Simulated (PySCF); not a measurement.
**In: interval between two levels**

In [Kr] 4d10 5s2 5p1 [2P3/2, M_J = 3/2] → In [Kr] 4d10 5s1 5p1 6s1 [4P5/2, M_J = 5/2], as a difference of total energies. Calculation: PySCF 2.14, in x2c-SVPall-2c with one added diffuse shell each of s, p type (7s9p4d, 54 functions); the two-component X2C-1e Hamiltonian. Correlated levels: [Ar] 3d10 frozen; the 6 highest virtual spinors dropped. "Screened" scales the spin-orbit matrix elements by Boettger's factors to mimic the two-electron term; Breit and QED terms are absent.

```csv
method,interval between two levels (cm⁻¹)
GHF (spin-free),54407
GMP2 (spin-free),60470
GHF (screened spin-orbit),54809
GMP2 (screened spin-orbit),60875
```

The labels give the starting determinants; with spin-orbit coupling the two ends relaxed to ⟨J²⟩ = 3.76, ⟨L²⟩ = 2.02, ⟨S²⟩ = 0.77 and ⟨J²⟩ = 8.76, ⟨L²⟩ = 2.02, ⟨S²⟩ = 3.77.

The promoted electron is Rydberg-like, and one or two diffuse shells describe it only roughly, which tends to raise the upper state.
